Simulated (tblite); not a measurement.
Compound: C2H13B2NSi2.
Numbering: `[CH3:1][BH:2][Si@@H:3]([BH:4][NH2:5])[CH2:6][SiH3:7]` (hydrogens: H8, H9, H10 on C1; H11 on B2; H12 on Si3; H13 on B4; H14, H15 on N5; H16, H17 on C6; H18, H19, H20 on Si7)

Computed with GFN2-xTB (tblite), gas phase: L-BFGS steps from a force-field or distance-geometry start until the largest atomic force falls under 0.01 eV/Å.

Step 83: E = -536.8055 eV
```
atom  x, y, z in Å  |  force x, y, z in eV/Å
C1     -0.9478    2.2724   -0.1633    0.013  -0.012   0.011
B2     -0.8652    1.4620    1.1820    0.009  -0.002   0.022
Si3    -0.4570   -0.4618    1.2137   -0.014  -0.015   0.000
B4     -1.6155   -1.5060    0.0005    0.010  -0.013   0.007
N5     -1.1101   -2.0454   -1.1641    0.000   0.011  -0.006
C6      1.4116   -0.7716    0.7707   -0.004  -0.004  -0.005
Si7     2.1143    0.0722   -0.7637   -0.007   0.023   0.006
H8     -0.8911    1.6787   -1.0735   -0.001  -0.004  -0.003
H9     -0.1153    2.9778   -0.1899   -0.002   0.025  -0.010
H10    -1.8469    2.8873   -0.2134   -0.001   0.000  -0.025
H11    -1.1179    2.0700    2.1554   -0.011  -0.008   0.026
H12    -0.5039   -1.0210    2.6043   -0.008   0.010  -0.026
H13    -2.7648   -1.6831    0.1943    0.011   0.009   0.013
H14    -1.6550   -2.5644   -1.8348   -0.004  -0.010  -0.003
H15    -0.1456   -1.9602   -1.4439   -0.006  -0.012   0.011
H16     2.0123   -0.4591    1.6255   -0.002   0.007   0.001
H17     1.5621   -1.8489    0.6871   -0.006  -0.010  -0.002
H18     2.1127    1.5268   -0.5956    0.028   0.016  -0.005
H19     1.3261   -0.2518   -1.9641   -0.004  -0.004  -0.017
H20     3.4919   -0.3633   -1.0303   -0.003  -0.006   0.005
```

Step 84: E = -536.8057 eV
```
atom  x, y, z in Å  |  force x, y, z in eV/Å
C1     -0.9466    2.2721   -0.1628    0.011  -0.002   0.005
B2     -0.8657    1.4621    1.1824    0.018  -0.012   0.025
Si3    -0.4572   -0.4621    1.2137   -0.038  -0.016   0.004
B4     -1.6152   -1.5074   -0.0003    0.009  -0.001   0.021
N5     -1.1077   -2.0454   -1.1645   -0.005   0.017   0.008
C6      1.4108   -0.7712    0.7718    0.003   0.000  -0.008
Si7     2.1119    0.0706   -0.7644   -0.001   0.028  -0.009
H8     -0.8836    1.6804   -1.0736    0.001  -0.014  -0.005
H9     -0.1193    2.9836   -0.1869    0.004   0.025  -0.006
H10    -1.8492    2.8813   -0.2156   -0.010   0.005  -0.024
H11    -1.1178    2.0710    2.1555   -0.012  -0.011   0.025
H12    -0.5041   -1.0211    2.6046   -0.008   0.010  -0.027
H13    -2.7650   -1.6845    0.1924    0.018   0.010   0.009
H14    -1.6512   -2.5628   -1.8370   -0.007  -0.019  -0.013
H15    -0.1424   -1.9596   -1.4405    0.003  -0.014   0.000
H16     2.0107   -0.4542    1.6254    0.002   0.003   0.004
H17     1.5632   -1.8484    0.6917   -0.005  -0.011  -0.003
H18     2.1202    1.5252   -0.5931    0.027   0.007  -0.007
H19     1.3169   -0.2459   -1.9631    0.002  -0.001  -0.008
H20     3.4860   -0.3731   -1.0388   -0.012  -0.003   0.009
```

Step 85: E = -536.8061 eV
```
atom  x, y, z in Å  |  force x, y, z in eV/Å
C1     -0.9454    2.2721   -0.1619    0.005   0.008   0.000
B2     -0.8667    1.4618    1.1831    0.026  -0.018   0.019
Si3    -0.4577   -0.4629    1.2124   -0.050  -0.010   0.005
B4     -1.6160   -1.5097   -0.0005    0.006   0.014   0.032
N5     -1.1081   -2.0464   -1.1649   -0.012   0.016   0.023
C6      1.4103   -0.7704    0.7715    0.008   0.005  -0.009
Si7     2.1121    0.0702   -0.7650   -0.001   0.027  -0.017
H8     -0.8772    1.6833   -1.0737    0.005  -0.031  -0.010
H9     -0.1240    2.9897   -0.1845    0.021   0.028   0.002
H10    -1.8509    2.8762   -0.2175   -0.028   0.011  -0.018
H11    -1.1192    2.0709    2.1562   -0.012  -0.016   0.021
H12    -0.5033   -1.0218    2.6028   -0.010   0.007  -0.019
H13    -2.7660   -1.6856    0.1929    0.022   0.008   0.005
H14    -1.6509   -2.5629   -1.8381   -0.009  -0.026  -0.023
H15    -0.1420   -1.9618   -1.4371    0.015  -0.014  -0.014
H16     2.0084   -0.4487    1.6245    0.005  -0.002   0.008
H17     1.5650   -1.8475    0.6953   -0.005  -0.008  -0.006
H18     2.1303    1.5245   -0.5909    0.023   0.005  -0.006
H19     1.3137   -0.2393   -1.9634    0.000  -0.001  -0.004
H20     3.4826   -0.3810   -1.0442   -0.008  -0.004   0.011
```

**Question.** Estimate the geometry and energy of step 86. (The exact step hangs on the optimiser's Hessian estimate; all steps are aligned on step 85, rigid shifts and turns removed.)

**Answer.** E = -536.8065 eV, largest force 0.041 eV/Å
```
atom  x, y, z in Å  |  force x, y, z in eV/Å
C1     -0.9435    2.2722   -0.1607   -0.001   0.027  -0.011
B2     -0.8671    1.4617    1.1847    0.025  -0.013   0.004
Si3    -0.4596   -0.4638    1.2117   -0.038   0.002   0.002
B4     -1.6163   -1.5119   -0.0008    0.002   0.025   0.032
N5     -1.1072   -2.0466   -1.1654   -0.015   0.008   0.031
C6      1.4093   -0.7693    0.7718    0.010   0.011  -0.007
Si7     2.1111    0.0694   -0.7661    0.001   0.017  -0.028
H8     -0.8672    1.6853   -1.0735    0.009  -0.034   0.002
H9     -0.1299    2.9991   -0.1810    0.021   0.014   0.009
H10    -1.8542    2.8687   -0.2210   -0.027   0.002  -0.011
H11    -1.1211    2.0715    2.1574   -0.008  -0.023   0.015
H12    -0.5033   -1.0232    2.6008   -0.013   0.001  -0.003
H13    -2.7664   -1.6866    0.1924    0.017   0.004   0.002
H14    -1.6481   -2.5639   -1.8395   -0.011  -0.027  -0.025
H15    -0.1402   -1.9633   -1.4335    0.024  -0.012  -0.024
H16     2.0059   -0.4417    1.6238    0.002  -0.009   0.005
H17     1.5668   -1.8467    0.7008   -0.005   0.004  -0.008
H18     2.1435    1.5231   -0.5876    0.019   0.002  -0.007
H19     1.3058   -0.2303   -1.9633    0.005   0.003   0.007
H20     3.4767   -0.3932   -1.0539   -0.017  -0.001   0.015
```

The energy changes by -0.0004 eV. The first-order estimate −F·Δx gives -0.0005 eV and the mean of the old and new forces, exact on a quadratic surface, -0.0004 eV. The step makes an angle of 83° with the force vector and moves no atom by more than 0.017 Å.

What follows is the cost of the whole relaxation. Time: 1.9 s. Hardware: one thread of an Intel Xeon Platinum 8259CL at 2.50 GHz, shared host.
